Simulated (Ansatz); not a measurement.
```yaml
crystal:
  periodic: [false, false, false]
  atoms:
    - {symbol: Be, position_ang: [-1.687123, -0.541318, -0.789318]}
    - {symbol: Be, position_ang: [-0.395216, 0.735237, 1.135799]}
    - {symbol: Be, position_ang: [0.187808, -1.367568, 0.371193]}
    - {symbol: Be, position_ang: [1.839018, 0.494860, 0.712512]}
    - {symbol: Be, position_ang: [0.152153, 0.891938, -1.106663]}
    - {symbol: Te, position_ang: [-1.833134, -2.593818, 0.165690]}
    - {symbol: Te, position_ang: [0.864841, -0.637477, 2.615081]}
    - {symbol: Te, position_ang: [1.948791, -0.798414, -1.266975]}
    - {symbol: Te, position_ang: [-1.887491, 1.147330, -2.290887]}
    - {symbol: Te, position_ang: [0.810353, 2.669231, 0.453578]}
basis:
  gaussian: {orbitals: def2-TZVPD, initial_orbitals: start.molden}
total_charge: -1
magnetization: {spin_polarized: true, initial_magnetization: 1}
hamiltonian: {xc: pbe0, dispersion: d4}
scf: {omitted_lower_state_checks: [starts]}
output: {forces: true, orbitals: {seedname: orbitals}}
```

The file start.molden holds the orbitals of an earlier run on this structure, at another level or in another basis.

```sh
$ ansatz run in.yaml --threads 4 --pin off --events-out ev --progress --plain --max-ram 6963MiB
```

Q: Does this run fit into the memory that it is given?

A: No. It has 405 basis functions, and Ansatz plans for 8 GiB where 7 GiB are given.
